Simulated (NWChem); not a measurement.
# SiH₃Br; SMILES Br[SiH3]

```xyz
5

Si     0.0000     0.0000    -1.4171
Br     0.0000     0.0000     0.8093
H      0.9974     0.9974    -1.8938
H     -1.3624     0.3651    -1.8938
H      0.3651    -1.3624    -1.8938
```
Atoms are numbered in this order, from 1.

All runs: NWChem. Pople sets run with spherical d functions. Structure relaxed at the PBE0/def2-SVP level. GIAO values for the isolated, static molecule; σ is the absolute isotropic shielding, δ = σ(reference) − σ with the isolated reference molecule computed at the same levels (1H: tetramethylsilane, 29Si: tetramethylsilane). Spin-orbit effects, on the heavy nuclei and on their neighbours, are missing.

```
level          δ Si1 (ppm)  σ Br2 (ppm)  δ H3 (ppm)
-------------  -----------  -----------  ----------
PBE/pcSseg-1         -36.1       2812.8        5.18
PBE0/pcSseg-1   (withheld)       2855.4  (withheld)
B3LYP/6-31G*          -6.4       2867.2        4.94
```

### Question
What belongs in the gaps?

### Answer

- PBE0/pcSseg-1, δ Si1 (ppm): -35.0
- PBE0/pcSseg-1, δ H3 (ppm): 5.05
